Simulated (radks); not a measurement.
Results of a calculation; reference values are marked as such.
Q: All-electron atom: Mn VIII in [Ar] (the NIST ground configuration). Code: a radial shooting solver on a logarithmic mesh with Libxc functionals. Model: scalar-relativistic Kohn-Sham, PBEsol, spin-polarised, spherical densities, finite nucleus; Fermi nuclear charge, rms radius 3.7057 fm. Some entries of the table are withheld. Estimate them.

orbital,occ.,eigenvalue (eV),<r> (bohr),<r^2> (bohr^2)
1s,2,(1),0.06096,0.004997
2s,2,-890.3149,0.2793,(2)
2p,6,-776.7717,0.2470,(3)
3s,2,(4),0.7939,0.7196
3p,6,-182.8025,0.8116,0.7627
3d,0,(5),0.8164,(6)
4s,0,-84.9425,1.772,3.519

A: 
(1) 1s eigenvalue (eV): -6565.581
(2) 2s <r^2> (bohr^2): 0.09207
(3) 2p <r^2> (bohr^2): 0.07494
(4) 3s eigenvalue (eV): -215.5256
(5) 3d eigenvalue (eV): -132.0264
(6) 3d <r^2> (bohr^2): 0.7921
